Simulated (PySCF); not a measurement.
Run record: geometry optimisation, (F2P)2Te (`FP(F)[Te]P(F)F`).

Method: PBE0-D3(BJ)/def2-SVP geometry optimisation, gas phase, def2 core potentials past Kr (PySCF 2.14.0). Start geometry: GFN2-xTB. A driver script takes a list of jobs; this job's settings line and coordinates (Å) are shown.

Input:
```
{"job": {"xc": "PBE0", "basis": "def2-SVP", "d3": "d3bj", "grid": 1, "maxiter": 30, "shake": 0.01, "kind": "geom"}, "charge": 0, "multiplicity": 1}
F      2.709430    -1.060170     0.153200
P      1.667010     0.162480     0.519980
F      2.544080     1.248630    -0.290060
Te    -0.064900    -0.240970    -1.169820
P     -1.590800     0.037690     0.785590
F     -2.560070    -1.228650     0.580630
F     -2.670810     1.051880     0.161560
```

Task: Estimate the output.

Result: 
```
step   0  E = -1349.05792818  max force = 0.028949
step   1  E = -1349.06069591  max force = 0.002556
step   2  E = -1349.06092309  max force = 0.000962
step   3  E = -1349.06107839  max force = 0.000649
step   4  E = -1349.06113268  max force = 0.000628
step   5  E = -1349.06114130  max force = 0.000354
optimisation converged
```

Energies in Eh; «max force» is the largest Cartesian gradient component in Eh/bohr.

Task: Give the first gradient maximum in eV/Å.

Result: With 1 Eh/bohr = 51.422 eV/Å, 1.489 eV/Å.

Task: How much energy does the optimisation release, in kcal/mol?

Result: E(step 0) − E(last step) = 0.003213 Eh, which is 2.0 kcal/mol.

In short: final energy -1349.06114 Eh after 5 steps; dipole 0.77 D.

Task: Estimate the wall time. Hardware: an Arm Neoverse V2 with one thread (shared host). And the peak memory of the process?

Result: About 34 s, with 0.50 GiB resident at the peak, the Python interpreter and its libraries included.
Labels such as C1 count atoms from 1, the log's own numbers from 0.
